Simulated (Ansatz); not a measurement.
Species: WBr (charge 0, sextet). The spin state was set by rule; other spins were not relaxed. 
Geometry from a B3LYP-D3(BJ)/def2-TZVP (Ansatz, a program for electronic structure) optimisation:
```xyz
2

W      0.0000     0.0000    -0.7855
Br     0.0000     0.0000     1.6608
```
Charge 0, spin multiplicity 6.

Wanted: atomisation energy (electronic, to ground-state atoms), in kJ/mol. Valence correlation only, unless marked. Open shells are spin-unrestricted. No spin-orbit coupling. The frozen core is the preceding noble-gas configuration, with the filled d and f shells of earlier blocks. In def2 rows, elements after Kr have scalar-relativistic effective core potentials. The coupled-cluster limit lacks core correlation, which all-electron functionals hold. CBS marks a two-point X^-3 extrapolation of the correlation energy; Hartree-Fock from the larger set.

```csv
level,program,atomisation energy (kJ/mol)
PBE-D4/def2-TZVPD,Ansatz + dftd4,…
r2SCAN-D4/def2-TZVPD,Ansatz + dftd4,424.1
B3LYP-D4/def2-TZVPD,Ansatz + dftd4,368.6
B3LYP/def2-TZVPD,Ansatz,361.1
PBE0/def2-SVP,Ansatz,398.2
BHLYP/def2-TZVPD,Ansatz,350.5
r2SCANh-D4/def2-TZVPD,Ansatz + dftd4,419.9
HSE06-D3(BJ)/def2-TZVPD,Ansatz + dftd3,414.7
HSE06/def2-TZVPD,Ansatz,410.8
CAM-B3LYP-D4/def2-TZVPD,Ansatz + dftd4,364.4
LC-wPBE-D4/def2-TZVPD,Ansatz + dftd4,413.4
wB97M-V/def2-TZVPD,Ansatz,367.8
wB97X/def2-TZVPD,Ansatz,…
B2GP-PLYP-D4/def2-TZVPD,Ansatz + dftd4,374.8
B2GP-PLYP/def2-TZVPD,Ansatz,372.9
SCS-MP2/def2-TZVPPD,Ansatz,352.2
"CCSD(T)/CBS(def2-TZVPPD,def2-QZVPPD)",Ansatz,…
```

Task: Fill in the missing entries.

Result: 
- PBE-D4/def2-TZVPD, atomisation energy (kJ/mol): 416.3
- wB97X/def2-TZVPD, atomisation energy (kJ/mol): 316.6
- CCSD(T)/CBS(def2-TZVPPD,def2-QZVPPD), atomisation energy (kJ/mol): 382.6
